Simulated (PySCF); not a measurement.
Predicted microwave data (PBE0/pcSseg-1 in PySCF (dipole) on a GFN2-xTB geometry, gas phase) for one isomer of C5H12N2OSi:

| Quantity | Value |
| --- | --- |
| Rotational constants | A = 1393, B = 977.3, C = 608.4 MHz |
| Dipole components | \|μa\| = 0.30 D, \|μb\| = 3.66 D, \|μc\| = 1.81 D |
| Inertial defect | -49.21 u·Å² |
| κ | -0.06 |

Problem. Which structure is it? (One computed conformer of each.)
A. `[CH3:1]/[CH:2]=[CH:3]\[Si@H:4]([NH:5][CH3:6])[C:7]([NH2:8])=[O:9]` with C2–C3–Si4–N5 57°, C3–Si4–N5–C6 59°, C3–Si4–C7–N8 -37°, Si4–C7–N8–H 180° and 6°
B. `[CH3:1][C@@:2]([CH2:3][OH:4])([CH2:5][C:6]#[N:7])[SiH2:8][NH2:9]` with C1–C2–C3–O4 -66°, C2–C3–O4–H -72°, C1–C2–C5–C6 172°, C1–C2–Si8–N9 -80°, C2–Si8–N9–H -64° and 163°
C. `[CH3:1][O:2][C@@:3]([CH3:4])([CH2:5][C:6]#[N:7])[SiH2:8][NH2:9]` with C1–O2–C3–C4 -52°, O2–C3–C5–C6 175°, O2–C3–Si8–N9 -56°, C3–Si8–N9–H -179° and 46°
D. `[H]/[N:5]=[CH:4]/[C:2]([CH3:1])([CH3:3])[SiH2:6][NH:7][CH:8]=[O:9]` with C1–C2–C4–N5 163°, C1–C2–Si6–N7 35°, C2–Si6–N7–C8 66°, Si6–N7–C8–O9 0°
E. `[CH3:1]/[CH:2]=[CH:3]/[Si@@H:4]([NH:5][CH3:6])[NH:7][CH:8]=[O:9]` with C2–C3–Si4–N5 43°, C3–Si4–N5–C6 -175°, C3–Si4–N7–C8 65°, Si4–N7–C8–O9 2°
F. `[CH3:1][O:2][C@H:3]1[CH2:4][N:5]([SiH3:6])[N:7]=[C:8]1[CH3:9]` with C1–O2–C3–C4 78°

Solution. E. It is C/C=C/[Si@@H](NC)NC=O, an asymmetric top, point group C1. The candidates at the same level (rigid rotor, commonest isotopes):

```csv
SMILES,A (MHz),B (MHz),C (MHz),μa (D),μb (D),μc (D),Δ (u·Å²),point group,rotor
C/C=C\[Si@H](NC)C(N)=O,1425,1185,835.5,1.22,2.72,0.98,-176.36,C1,asymmetric top
C[C@@](CO)(CC#N)[SiH2]N,1517,1185,943.6,0.24,1.74,1.67,-223.94,C1,asymmetric top
CO[C@@](C)(CC#N)[SiH2]N,1485,1217,871.0,4.36,0.74,0.80,-175.40,C1,asymmetric top
C/C=C/[Si@@H](NC)NC=O,1393,977.3,608.4,0.30,3.66,1.81,-49.21,C1,asymmetric top
[H]/N=C/C(C)(C)[SiH2]NC=O,1932,1113,953.2,1.76,2.78,1.57,-185.61,C1,asymmetric top
CO[C@H]1CN([SiH3])N=C1C,2210,902.3,678.0,1.44,1.98,1.25,-43.40,C1,asymmetric top
```

`CO[C@@](C)(CC#N)[SiH2]N` has C 43 % too high; `CO[C@H]1CN([SiH3])N=C1C` has A 59 % too high; `C/C=C\[Si@H](NC)C(N)=O` has C 37 % too high; `[H]/N=C/C(C)(C)[SiH2]NC=O` has C 57 % too high; `C[C@@](CO)(CC#N)[SiH2]N` has C 55 % too high. No structure here is proved a minimum.
